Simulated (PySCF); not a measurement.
BCl₂, SMILES Cl[B]Cl (connectivity only; charge and spin as stated), charge +1, multiplicity 1. Atoms are numbered in the order given.

```xyz
3

Cl     0.0000     0.0000     1.6135
B      0.0000     0.0000     0.0000
Cl     0.0000     0.0000    -1.6135
```
Charge +1, spin multiplicity 1.

Coordinates come from a B3LYP-D3(BJ)/def2-TZVP optimisation. The multiplicity is an assumed one; other spin states were not compared. The isomer is the one that the SMILES or the coordinates give; other isomers of the formula were not compared.

The numbers are results of TDDFT-PBE/def2-TZVPD in PySCF 2.14.0, not measurements.

Vertical excitations; the highest root listed may be one member of a degenerate set.  State labels are in the subgroup D2h.

```
state  symmetry  energy (eV)  λ (nm)      f                                             main pairs
-----  --------  -----------  ------  -----  -----------------------------------------------------
S1           Au         6.33     196  0.000                     HOMO→LUMO+1 50 %, HOMO−1→LUMO 50 %
S2           Au         6.49     191  0.000              HOMO−1→LUMO, HOMO→LUMO+1 (degenerate set)
S3          B1u         6.49     191  0.000              HOMO→LUMO, HOMO−1→LUMO+1 (degenerate set)
S4          B1g         7.63     162  0.000                   HOMO−2→LUMO 50 %, HOMO−3→LUMO+1 50 %
S5           Ag         7.74     160  0.000            HOMO−2→LUMO+1, HOMO−3→LUMO (degenerate set)
S6          B1g         7.74     160  0.000            HOMO−3→LUMO+1, HOMO−2→LUMO (degenerate set)
S7          B1u         8.48     146  0.736  HOMO−1→LUMO+1 46 %, HOMO→LUMO 46 %, HOMO−4→LUMO+2 8 %
S8          B3g         8.59     144  0.000                           HOMO→LUMO+2 (degenerate set)
S9          B2g         8.59     144  0.000                         HOMO−1→LUMO+2 (degenerate set)
S10          Ag         9.50     131  0.000                   HOMO−3→LUMO 45 %, HOMO−2→LUMO+1 45 %
T1          B1u         5.80     214      0                     HOMO→LUMO 50 %, HOMO−1→LUMO+1 50 %
T2           Au         6.00     207      0              HOMO→LUMO+1, HOMO−1→LUMO (degenerate set)
T3          B1u         6.00     207      0              HOMO−1→LUMO+1, HOMO→LUMO (degenerate set)
T4           Au         6.33     196      0                     HOMO−1→LUMO 50 %, HOMO→LUMO+1 50 %
```
Triplets are in the Tamm–Dancoff approximation, which puts them higher than full response would, so one can lie above its singlet here.
